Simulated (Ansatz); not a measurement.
Sn₁₃H₂₀, a cluster cut from cubic tin. Charge 0, multiplicity 3. Geometry PBE-D4/def2-SVP, that of the neutral singlet; atoms count from 1.

Cartesian coordinates in Å:
```
Sn -3.532 1.155 -1.912
Sn 1.465 -3.222 2.857
Sn -1.842 0.464 2.271
Sn -0.511 -2.257 -1.242
Sn 0.699 1.524 -3.640
Sn 2.467 0.700 0.568
Sn -0.519 4.145 -0.080
Sn 0.414 -4.291 0.478
Sn -2.652 -0.819 -0.102
Sn -1.428 2.946 -2.462
Sn 3.436 -1.293 2.311
Sn 0.343 2.153 1.719
Sn 1.582 -0.464 -1.845
H -4.887 2.014 -1.243
H -4.072 0.414 -3.388
H 2.130 -4.493 3.837
H 0.184 -2.487 3.766
H -3.160 1.417 2.883
H -1.431 -0.699 3.492
H -1.077 -2.983 -2.724
H 0.185 0.789 -5.129
H 2.010 2.600 -4.022
H 3.758 1.819 0.214
H -1.793 5.086 0.637
H 0.787 5.235 -0.434
H -0.869 -5.409 0.829
H 1.664 -5.188 -0.330
H -3.960 -1.918 0.248
H -1.986 4.180 -3.559
H 4.006 -0.574 3.787
H 4.796 -2.080 1.569
H 0.891 2.897 3.198
H 2.901 -1.360 -2.551
```

In the def2 sets Sn takes a core potential; there is no spin–orbit coupling. Single mean-field runs in def2-TZVP are fitted with def2-universal-jkfit. At PBE0-D4/def2-TZVP a singlet of charge 0 lies 3.79 eV below the triplet at the same geometry.

**Question.** Estimate the Mulliken populations of the heavy atoms from the PBE0/def2-TZVP orbitals of Ansatz.

**Answer.** 
```csv
atom,charge (e),spin (α − β)
Sn1,0.06,0.01
Sn2,0.07,0.02
Sn3,0.05,0.00
Sn4,0.04,0.37
Sn5,0.06,0.37
Sn6,0.00,0.04
Sn7,0.06,0.00
Sn8,0.06,0.31
Sn9,0.01,0.03
Sn10,0.03,0.04
Sn11,0.06,0.03
Sn12,0.03,0.00
Sn13,0.05,0.39
```
Mulliken values depend strongly on the basis.

**Question.** Where does the spin sit?

**Answer.** Summed by element: Sn 1.60, H 0.40, of 2 unpaired in all. Largest on single atoms: Sn13 0.39, Sn5 0.37, Sn4 0.37.

**Question.** And the Mayer bond orders between heavy atoms (over 0.3)?

**Answer.** Sn1–Sn9 0.83 (2.82 Å); Sn1–Sn10 0.86 (2.82 Å); Sn2–Sn8 0.85 (2.81 Å); Sn2–Sn11 0.87 (2.81 Å); Sn3–Sn9 0.86 (2.82 Å); Sn3–Sn12 0.86 (2.82 Å); Sn4–Sn8 0.56 (2.82 Å); Sn4–Sn9 0.84 (2.82 Å); Sn4–Sn13 0.63 (2.82 Å); Sn5–Sn10 0.83 (2.82 Å); Sn5–Sn13 0.51 (2.82 Å); Sn6–Sn11 0.81 (2.82 Å); Sn6–Sn12 0.85 (2.82 Å); Sn6–Sn13 0.84 (2.82 Å); Sn7–Sn10 0.86 (2.82 Å); Sn7–Sn12 0.86 (2.82 Å).
